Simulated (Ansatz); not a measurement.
Ansatz (an electronic-structure program) input (SVWN5/def2-TZVP):

Ansatz 0.2 input:
```yaml
crystal:
  periodic: [false, false, false]
  atoms:
    - {symbol: Co, position_ang: [0.00000000, 0.00000000, 0.00000000]}
    - {symbol: F, position_ang: [0.00000000, 0.00000000, 1.67326550]}
    - {symbol: F, position_ang: [-0.00000000, -0.00000000, -1.67326550]}
basis:
  gaussian:
    orbitals: def2-TZVP
hamiltonian:
  xc: {name: SVWN5}
total_charge: 1
magnetization: {spin_polarized: true, initial_magnetization: 4}
relax: {f_tol: 0.003, max_steps: 100}
```

Output:

```
Functional definition: SVWN5
integrals: 0.03 GiB planned
766 factors; their error is unknown
mean field: 0.31 GiB planned
mean field evaluation 1: about -42940.8611 eV, gradient 6.7e1 eV
mean field evaluation 2: about -42897.0161 eV, gradient 1.6e2 eV
mean field evaluation 4: about -42950.4362 eV, gradient 1.0e1 eV
mean field evaluation 8: about -42950.6648 eV, gradient 6.3e-2 eV
mean field evaluation 16: about -42950.6505 eV, gradient 7.1e-5 eV
mean field evaluation 32: about -42948.5204 eV, gradient 2.4e-3 eV
mean field evaluation 64: about -42947.7999 eV, gradient 5.1e0 eV
mean field -42950.65054358 eV, -1578.4072944798 hartree, gradient 7.1e-5 eV, S^2 6.004107; 5 other end points of the search recorded, 0 dependent functions left out
the calculation of the forces begins
reference -42950.65057713 eV, -1578.4072957130 hartree; 24, 20 occupied and 83, 87 virtual orbitals, 766 factors
relax step   1: F+E_penalty+E_count = -42950.65054358 eV  Δ(F+E_penalty+E_count) = +0.000e0 eV  max|allowed force component| = 4.513e-1 eV/Å  Δτ_max = 0.0000 Å  (216 SCF iters, accepted)
these checks for a lower state are left out or cut short: starts, cluster_reference, orbital_swaps, neighbouring_geometries, increment
integrals: 0.03 GiB planned
766 factors; their error is unknown
mean field: 0.31 GiB planned
mean field -42950.65515228 eV, -1578.4074638465 hartree, gradient 1.2e-5 eV, S^2 6.004086; 0 other end points of the search recorded, 0 dependent functions left out
the calculation of the forces begins
reference -42950.65518578 eV, -1578.4074650778 hartree; 24, 20 occupied and 83, 87 virtual orbitals, 766 factors
relax step   2: F+E_penalty+E_count = -42950.65515228 eV  Δ(F+E_penalty+E_count) = -4.609e-3 eV  max|allowed force component| = 2.395e-1 eV/Å  Δτ_max = 0.0067 Å  (32 SCF iters, accepted)
these checks for a lower state are left out or cut short: starts, cluster_reference, orbital_swaps, neighbouring_geometries, increment
integrals: 0.03 GiB planned
766 factors; their error is unknown
mean field: 0.31 GiB planned
mean field evaluation 96: about -42950.6569 eV, gradient 8.9e-6 eV
mean field -42950.65688897 eV, -1578.4075276686 hartree, gradient 1.1e-5 eV, S^2 6.004063; 0 other end points of the search recorded, 0 dependent functions left out
the calculation of the forces begins
reference -42950.65692240 eV, -1578.4075288973 hartree; 24, 20 occupied and 83, 87 virtual orbitals, 766 factors
relax step   3: F+E_penalty+E_count = -42950.65688897 eV  Δ(F+E_penalty+E_count) = -1.737e-3 eV  max|allowed force component| = 8.051e-3 eV/Å  Δτ_max = 0.0074 Å  (32 SCF iters, accepted)
these checks for a lower state are left out or cut short: starts, cluster_reference, orbital_swaps, neighbouring_geometries, increment
integrals: 0.03 GiB planned
766 factors; their error is unknown
mean field: 0.31 GiB planned
mean field -42950.65689087 eV, -1578.4075277385 hartree, gradient 7.4e-6 eV, S^2 6.004064; 0 other end points of the search recorded, 0 dependent functions left out
the calculation of the forces begins
reference -42950.65692430 eV, -1578.4075289673 hartree; 24, 20 occupied and 83, 87 virtual orbitals, 766 factors
relax step   4: F+E_penalty+E_count = -42950.65689087 eV  Δ(F+E_penalty+E_count) = -1.902e-6 eV  max|allowed force component| = 2.771e-4 eV/Å  Δτ_max = 0.0002 Å  (22 SCF iters, accepted)
integrals: 0.03 GiB planned
766 factors; their error is unknown
mean field: 0.31 GiB planned
mean field evaluation 128: about -42939.4651 eV, gradient 5.8e1 eV
mean field evaluation 160: about -42948.4513 eV, gradient 4.9e0 eV
mean field evaluation 192: about -42950.0251 eV, gradient 2.8e0 eV
mean field -42950.65689087 eV, -1578.4075277385 hartree, gradient 7.4e-6 eV, S^2 6.004064; 10 other end points of the search recorded, 0 dependent functions left out
the calculation of the forces begins
reference -42950.65692430 eV, -1578.4075289673 hartree; 24, 20 occupied and 83, 87 virtual orbitals, 766 factors
Total energy: -42950.65692430 eV, -1578.4075289673 hartree
Atom 0 at     0.000000    -0.000000    -0.000000 Å, force    -0.000000    -0.000000     0.000000 eV/Å
Atom 1 at    -0.000000     0.000000     1.659413 Å, force     0.000000     0.000000    -0.000277 eV/Å
Atom 2 at    -0.000000    -0.000000    -1.659413 Å, force     0.000000     0.000000     0.000277 eV/Å
Dipole moment:    -0.000000    -0.000000    -0.000000 e Å
```

The spin state was set by rule; other spins were not relaxed.
